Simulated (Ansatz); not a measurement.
Reaction (SMILES): [SiH3][PH] (SiH3-PH) → [SiH3][PH-] (an electron is taken up)
B3LYP-D3(BJ)/def2-TZVP geometries, fixed; electronic energies without zero-point terms; positive where energy is released.
Largest species:
```
Si
H 1 1.4808
H 1 1.4839 2 108.99
H 1 1.4839 2 108.99 3 -118.40
P 1 2.2606 2 109.00 3 120.80
H 5 1.4248 1 91.77 2 180.00
```
Charge 0, spin multiplicity 2.

Basis-set convergence of the adiabatic electron affinity at HF with Ansatz (an electronic-structure program). Cartesian d functions, on some or all atoms, in 6-311+G**; all else is spherical. Open shells are unrestricted. No added dispersion term, no relativity. Functions are those of the species that has most. Reference: the value in aug-cc-pV(Q+d)Z, 0.599 eV, itself unsure by roughly 0.011 eV (its distance from def2-QZVPPD).

```
basis            functions  adiabatic electron affinity (eV)
---------------  ---------  --------------------------------
pcseg-1                 56                                 …
6-311+G**               86                             0.605
aug-cc-pV(D+d)Z        100                             0.605
6-311++G(2d,2p)        110                                 …
cc-pV(T+d)Z            134                                 …
jun-cc-pV(T+d)Z        152                             0.599
def2-TZVPPD            164                                 …
aug-pcseg-2            192                             0.605
aug-cc-pV(Q+d)Z        362                             0.599
```

Task: Fill in the missing entries.

Result: 
- pcseg-1, adiabatic electron affinity (eV): 0.567
- 6-311++G(2d,2p), adiabatic electron affinity (eV): 0.585
- cc-pV(T+d)Z, adiabatic electron affinity (eV): 0.459
- def2-TZVPPD, adiabatic electron affinity (eV): 0.562
